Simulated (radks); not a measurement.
Values are calculated unless marked as measured or tabulated.
Charge is removed step by step from the 6s level of Os, starting from [Xe] 4f14 5d6 6s2. Level of theory: scalar-relativistic Kohn-Sham, SCAN, spin-unpolarised, spherical densities, finite nucleus; meta-GGA in the generalised Kohn-Sham scheme; Fermi nuclear charge, rms radius 5.4126 fm (a radial shooting solver on a logarithmic mesh with Libxc functionals).

| removed (e) | E - E(0) (eV) | eigenvalue (eV) | E minus straight line (eV) |
|---|---|---|---|
| 0 | 0.000 | -6.737 | 0.000 |
| 0.1 | 0.708 | -7.434 | -0.303 |
| 0.2 | 1.486 | -8.119 | -0.537 |
| 0.3 | 2.333 | -8.793 | -0.702 |
| 0.4 | 3.246 | -9.460 | -0.800 |
| 0.5 | 4.225 | -10.122 | -0.833 |
| 0.6 | 5.269 | -10.783 | -0.800 |
| 0.7 | 6.381 | -11.447 | -0.700 |
| 0.8 | 7.560 | -12.114 | -0.533 |
| 0.9 | 8.803 | -12.788 | -0.301 |
| 1 | 10.115 | -13.468 | 0.000 |

Removing the whole electron costs 10.115 eV by Delta-SCF, against 6.737 eV from minus the eigenvalue at the starting occupation. Slater's transition state (half an electron removed) gives 10.122 eV. Integrating minus the eigenvalue over the occupation (Janak's theorem) gives 10.116 eV. In this scalar-relativistic scheme the density is built from large components alone, so the theorem holds only approximately. The mean slope of the eigenvalue, de/dn, is 6.73 eV per electron. Ionisation energy of Os in the NIST Atomic Spectra Database: 8.438 eV (measured).

Beside tabulated values, note that spin-unpolarised runs miss the spin-polarisation part of the exchange energy of open shells.
